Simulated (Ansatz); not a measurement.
`CO[SiH](O)Br` + `C[C]1=[CH][GeH2]1` → `C[SiH](O)Br` + `CO[C]1=[CH][GeH2]1`  (redistribution)

Gas-phase electronic energies from Ansatz, PBE0-D4/def2-TZVP geometries. CBS: MP2 limit from def2 TZ/QZ plus the TZ coupled-cluster correction, frozen cores. Functionals use def2-TZVPP. B3LYP here is the variant with VWN-RPA as its local correlation; programs differ in this. For Br, Ge outer-core shells are correlated without core-valence functions, which leaves a few kJ/mol of doubt a bond. Scalar relativity is left out up to krypton. One conformer a species, not always the lowest.

CCSD(T)/CBS gives +30.8 kcal/mol.

(1) Another level gave +28.9 kcal/mol. Which?
A. PBE0/def2-TZVPP
B. B3LYP-D4/def2-TZVPP
C. PBE-D4/def2-TZVPP
D. SCS-MP2/def2-TZVPP

Largest T1 diagnostic among the species: 0.013.

## Answers

(1) B. B3LYP-D4 28.9, SCS-MP2/def2-TZVPP 31.1, PBE0 27.1, PBE-D4 25.2 kcal/mol.

From PBE to PBE0 (25 % exact exchange), in def2-TZVPP and without D4, ΔE moves by +2.1 kcal/mol. In def2-TZVPP, CCSD(T) changes the Hartree–Fock value by −3.0 kcal/mol (the triples alone add −0.9 kcal/mol) and MP2 by −2.0 kcal/mol.
